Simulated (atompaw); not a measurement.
## What one change does to a pseudopotential (Dy (Z = 66), PAW (atompaw))

* Element: dysprosium (Dy)
* Generator: atompaw 4.2.0.5
* Type: PAW
* Functional: PBE
* Relativity: scalar-relativistic
* Frozen core: [Kr] 4d10 4f9
* Valence charge: 11
* Reference configuration: 5s2 5p6 5d1 6s1.75 6p0 (charge +0.25)
* Partial waves: 5s (bound): rc 1.60 bohr; 6s (bound): rc 3.00 bohr; 5p (bound): rc 2.45 bohr; 6p (bound, empty): rc 3.00 bohr; 5d (bound): rc 3.00 bohr; 5d channel at 0.1 Ry: rc 3.00 bohr
* Local potential: troulliermartins scheme with l = 3 at 1 Ry, radius 2.00 bohr
* Core correction: smooth core density matched at 2.85 bohr
* Augmentation charge: gaussian compensation charge, radius 2.95 bohr; PAW radius 3.00 bohr; waves and projectors: custom rrkj gramschmidtortho

All-electron outer shells of the reference configuration (PBE, scalar-relativistic, ld1.x):

```tsv
shell	level (eV)	outermost node (bohr)	outermost maximum (bohr)
4d	-161.57	0.26	0.53
5s	-54.32	0.63	1.14
5p	-30.00	0.67	1.30
4f	-10.68	–	0.53
6s	-5.52	1.54	3.27
5d	-3.70	0.76	1.91
6p	-2.38	1.86	4.31
```

Change: local potential troulliermartins scheme with l = 3 at 1 Ry, radius 2.46 bohr.

Cutoffs: the cutoffs (Ry, on a coarse ladder) from which the occupation-weighted sum of valence levels, in a spherical-Bessel basis at the reference potential, stays within 10 and 1 mRy of its value at 400 Ry; they do not see the model core or the augmentation charge, which bear on the density cutoff.

What does the change do?

The potential gets softer (18 Ry and 45 Ry → 18 Ry and 25 Ry); the bound ghosts move from s to d; the range in which the d phases agree widens (upper end 2.0 → at the end of the scan). A state that the projectors do not describe sees the local part alone, so a deeper or shallower local part can create or remove a ghost.

| quantity | base | changed |
| --- | --- | --- |
| cutoff, loose | 18 Ry | 18 Ry |
| cutoff, tight | 45 Ry | 25 Ry |
| bound ghosts | s | d |
| s: phases at 3.00 bohr within 0.05 rad from the reference energy up to (Ry; the scan ends near 5) | 1.6 | 1.0 |
| p: phases at 3.00 bohr within 0.05 rad from the reference energy up to (Ry; the scan ends near 5) | 0.1 | 0.3 |
| d: phases at 3.00 bohr within 0.05 rad from the reference energy up to (Ry; the scan ends near 5) | 2.0 | to the end of the scan |
| lowest overlap eigenvalue by channel | s 0.11, p 0.57, d 0.65 | s 0.24, p 0.59, d 0.91 |

 A true bound ghost makes a file unfit for plane-wave use even where its test errors are small: the radial tests pick states by their node count and pass the ghost by. The cutoffs see the waves, projectors and local potential, not the compensation charge or the core.
